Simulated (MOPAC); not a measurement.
A run for MOPAC: PM3 on NaAl, 2S+1 = 1, a point of a bond scan (R = 3.447 Å).

```
PM3 1SCF PRECISE CHARGE=0 THREADS=1
AlNa

Na     0.00000000 1     0.00000000 1     0.00000000 1
Al     0.00000000 1     0.00000000 1     3.44743500 1
```

It printed:

```
*******************************************************************************
 **                                                                           **
 **                              MOPAC v23.2.5                                **
 **                                                                           **
 *******************************************************************************
 ** MOPAC's Digital Object Identifier: https://doi.org/10.5281/zenodo.6511958 **
 **                                                                           **
 ** Please cite the open-source release paper for use of this MOPAC version:  **
 ** J. E. Moussa and J. J. P. Stewart (2026)                                  **
 ** MOPAC: An open-source semiempirical molecular orbital program             **
 ** J. Open Source Softw., 11(119), 8025, https://doi.org/10.21105/joss.08025 **
 *******************************************************************************

                              PM3 CALCULATION RESULTS

 *******************************************************************************
 *  PM3        - The PM3 Hamiltonian to be used
 *
 *
 *
 *                 CHARGE ON SYSTEM = 0
 *
 *
 *
 *  PRECISE    - TIGHTER CRITERIA TO BE USED
 *  1SCF       - DO 1 SCF AND THEN STOP
 *  THREADS=1  - MULTI-THREADING NOT USED
 *  T=         - A TIME OF 172800.0 SECONDS REQUESTED
 *  DUMP=N     - RESTART FILE WRITTEN EVERY 7200.0 SECONDS REQUESTED
 *******************************************************************************
PM3 1SCF PRECISE CHARGE=0 THREADS=1
 AlNa

   ATOM   CHEMICAL          X               Y               Z
  NUMBER   SYMBOL      (ANGSTROMS)     (ANGSTROMS)     (ANGSTROMS)

     1      Na          0.00000000  *   0.00000000  *   0.00000000  *
     2      Al          0.00000000  *   0.00000000  *   3.44743500  *



          CARTESIAN COORDINATES

    NO.       ATOM           X           Y           Z

     1        Na          0.0000      0.0000      0.0000
     2        Al          0.0000      0.0000      3.4474

 Na: (PM3): J. J. P. STEWART, J. MOL. MOD., 10, 155-164 (2004)
 Al: (PM3): J. J. P. STEWART, J. COMP. CHEM. 10, 209 (1989).

           Empirical Formula: Na Al  =     2 atoms



      MOLECULAR POINT GROUP   :   C*v


      RHF CALCULATION, NO. OF DOUBLY OCCUPIED LEVELS = 2


 -------------------------------------------------------------------------------
 PM3 1SCF PRECISE CHARGE=0 THREADS=1
 AlNa



     1SCF WAS SPECIFIED, SO BFGS WAS NOT USED
     SCF FIELD WAS ACHIEVED


                              PM3 CALCULATION
                                                       MOPAC v23.2.5 Linux




          FINAL HEAT OF FORMATION =         18.70434 KCAL/MOL =      78.25894 KJ/MOL


          COSMO AREA              =        134.00 SQUARE ANGSTROMS
          COSMO VOLUME            =        129.97 CUBIC ANGSTROMS

          IONIZATION POTENTIAL    =          7.407058 EV
          HOMO LUMO ENERGIES (EV) =         -7.407 -1.733
          NO. OF FILLED LEVELS    =          2
          MOLECULAR WEIGHT        =         49.9713         POINT GROUP:  C*v

          MOLECULAR DIMENSIONS (Angstroms)

            Atom       Atom       Distance
           Al     2   Na     1     3.44744
           Al     2   Na     1     0.00000
           Na     1   Al     2     0.00000


          SCF CALCULATIONS        =          1





   ATOM   CHEMICAL          X               Y               Z
  NUMBER   SYMBOL      (ANGSTROMS)     (ANGSTROMS)     (ANGSTROMS)

     1      Na          0.00000000  *   0.00000000  *   0.00000000  *
     2      Al          0.00000000  *   0.00000000  *   3.44743500  *

                             CARTESIAN COORDINATES

   1   Na        0.000000000     0.000000000     0.000000000
   2   Al        0.000000000     0.000000000     3.447435000


           Empirical Formula: Na Al  =     2 atoms



      MOLECULAR POINT GROUP   :   C*v


                  EIGENVALUES
  -7.73137  -7.40706  -1.73254  -0.77931   0.28340   0.28900   0.55888   9.68213


              NET ATOMIC CHARGES AND DIPOLE CONTRIBUTIONS

  ATOM NO.   TYPE          CHARGE      No. of ELECS.   s-Pop       p-Pop
    1         Na           0.872746        0.1273     0.01169     0.11556
    2         Al          -0.872746        3.8727     0.00289     3.86986
 DIPOLE           X         Y         Z       TOTAL
 POINT-CHG.     0.000     0.000   -14.452    14.452
 HYBRID         0.000    -0.000     0.386     0.386
 SUM            0.000    -0.000   -14.066    14.066


          ATOMIC ORBITAL ELECTRON POPULATIONS

     Atom    s        px        py        pz
    1 Na   0.01169   0.02379   0.00000   0.09177
    2 Al   0.00289   1.97621   0.00000   1.89365

 **********************
 *                    *
 * JOB ENDED NORMALLY *
 *                    *
 **********************




 == MOPAC DONE ==
```

The run finished.

Cost: around 0.020 core-seconds (rough).
